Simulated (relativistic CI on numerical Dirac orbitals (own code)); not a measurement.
Mn2+ in a cubic cluster: 1s photoemission with charge transfer

Computed with a charge-transfer multiplet model of a cubic metal-ligand cluster with up to 3 ligand holes, Slater and spin-orbit integrals from Dirac-Coulomb-Breit ions, Slater integrals scaled by 0.8. The ground state mixes d5 with configurations of k ligand holes L, whose averages lie at kΔ + k(k − 1)U_dd/2; a core hole lowers each added d electron by U_cd. 300 K, Lorentzian 1.1 eV and Gaussian 0.6 eV FWHM.

Atomic integrals in eV (Slater integrals scaled, ζ unscaled), ground: F2dd 8.204, F4dd 5.095, zeta_d 0.037; with the core hole: F2dd 9.649, F4dd 6.032, zeta_d 0.058, G2cd 0.049.

Cluster parameters (eV): U_dd = 6.6, U_cd = 8.5, 10Dq = 0.85, 10Dq(ligand) = 0.4, V(eg) = 2.35, V(t2g) = -1.18, final-state hopping factor = 0.9.

```csv
Case,n_d,d5,d6L,d7L2,d8L3,S
Δ = 5 eV,5.20,0.80,0.19,0.01,0.00,2.50
Δ = 7 eV,5.14,0.86,0.13,0.00,0.00,2.50
Δ = 8 eV,5.12,0.88,0.11,0.00,0.00,2.50
```

Weights, n_d and S are thermal averages at 300 K. Binding energies count from the first peak over 30 % of the highest in each spectrum, which can be another peak from case to case. The parameters are a model scan and need not match a compound or its usual spin state. Peaks in eV (height, largest 100):
- Δ = 5 eV: 0.0 (100), 2.7 (10), 6.4 (45)
- Δ = 7 eV: 0.0 (100), 3.5 (7), 6.3 (27)
- Δ = 8 eV: 0.0 (100), 4.1 (5), 6.4 (19)

For the case Δ = 5 eV, Δ = 5 eV is smaller than U_dd = 6.6 eV, the charge-transfer side of the Zaanen-Sawatzky-Allen scheme. With the core hole the configuration with one ligand hole lies at Δ − U_cd = -3.5, -1.5, -0.5 eV from the one without, in the order of the table; where this is negative the screened configuration lies lower, though the effective hopping of about 3.4 eV (from the holes of the mixed ground state) mixes the two strongly wherever it is as large as the gap.
